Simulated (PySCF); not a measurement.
# One molecule, several mistakes: Al2CH6N cation

These are calculations, not measurements. The program is PySCF 2.14.0, an open-source quantum chemistry code, run on an isolated molecule that a program drew, which may never have been made. The molecule is Al2CH6N cation (charge +1, singlet), drawn as the SMILES string `[CH3][AlH][Al+][NH2]`.

Each row is a Hartree-Fock (HF) and frozen-core CCSD(T) single point in the cc-pV(D+d)Z basis, meant for a local HF minimum. Run 1 is clean. Each other run has one planted mistake out of seven kinds, and not every kind appears here: one electron removed, one electron added, multiplicity raised by two, geometry at a saddle point, minimal basis STO-3G, one bond length entered in bohr, all coordinates scaled. The reference is restricted for singlets and unrestricted otherwise, and also for a bond in bohr. Adding or removing an electron swaps singlet and doublet. Electrons count all cores. HOMO and LUMO are orbital energies over both spins, the gradient is its largest component, and the lowest frequency (negative if imaginary) is given only where the gradient is small. Bond lengths are over the 9 bonds as drawn. T1 is the CCSD diagnostic: over 0.02 (restricted) or 0.045 (unrestricted) a single reference is doubtful.

Geometry of the clean run:
```xyz
10
Al2CH6N cation, angstrom
C     2.1588   -1.5074   -1.6670
Al    0.6656   -1.3091   -2.8875
Al   -1.7733   -1.3669   -1.6951
N    -3.3333   -1.4020   -0.9508
H     2.1078   -2.4592   -1.1280
H     2.1682   -0.7091   -0.9176
H     3.1078   -1.4751   -2.2089
H     0.4693   -1.1181   -4.4240
H    -4.2151   -1.3062   -1.4288
H    -3.5146   -1.5217    0.0329
```

```
run  electrons  basis functions  <S^2>  HOMO (eV)  LUMO (eV)  gradient (hartree/bohr)  lowest frequency (cm^-1)  mean bond (Å)  longest bond (Å)      T1  HF (hartree)  CCSD(T) (hartree)               mistake
  1         44              104  0.000     -14.94      -4.12                  2.2e-05                        50         1.4713             2.715  0.0146    -579.46166         -579.94542              no fault
  2         43              104  0.810     -19.91     -12.66                  7.6e-02                         -         1.4713             2.715  0.0595    -578.95076         -579.41030  one electron removed
  3         44               34  0.000     -12.54       1.92                  4.0e-02                         -         1.4713             2.715  0.0177    -572.57511         -572.77771                     ?
  4         44              104  1.035     -12.23      -4.61                  1.8e-02                         -         1.6422             3.267  0.0147    -579.35981         -579.80849                     ?
```

**Which mistake was planted in run 3, and what did it cost?**

It has 34 basis functions where the clean run has 104, with the same electrons and geometry. So the mistake is: minimal basis STO-3G. Subtracting run 1 and multiplying by 627.51 kcal/mol a hartree, the energy moved by 4321.4 kcal/mol in HF and 4497.8 kcal/mol in CCSD(T).

**Which mistake was planted in run 4, and what did it cost?**

The mean bond changes by a factor of 1.116 and the longest by 1.203, so the molecule wasn't scaled as a whole. A length L in bohr read as angstrom grows by (1/0.5292 - 1) L = 0.890 L. The 9 bonds together grew by 9 x 0.1709 = 1.538 Å, which gives L = 1.729 Å. That is bond Al3-N4, 1.729 Å in the clean geometry. So the mistake is: one bond length entered in bohr. Subtracting run 1 and multiplying by 627.51 kcal/mol a hartree, the energy moved by 63.9 kcal/mol in HF and 85.9 kcal/mol in CCSD(T).

Cautions from the logs. Run 2: T1 is over the limit, so its CCSD(T) energy is less reliable.
